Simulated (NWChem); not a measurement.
System: ZrCl4; SMILES [Cl][Zr]([Cl])([Cl])[Cl]

```xyz
5

Zr     0.0000     0.0000     0.0000
Cl    -1.3412     1.3412    -1.3412
Cl     1.3412    -1.3412    -1.3412
Cl     1.3412     1.3412     1.3412
Cl    -1.3412    -1.3412     1.3412
```
Atoms are numbered in this order, from 1.

All runs: NWChem. Coordinates come from a PBE0/def2-SVP optimisation. Not confirmed as a minimum by frequencies. def2 effective core potentials on Zr; no spin-orbit coupling.

Predict the results for PBE/def2-TZVPP. Quantities: highest occupied level (eV); orbital gap (eV).


```
Quantity                     Result
---------------------------  ------
highest occupied level (eV)   -8.32
orbital gap (eV)               4.88
```
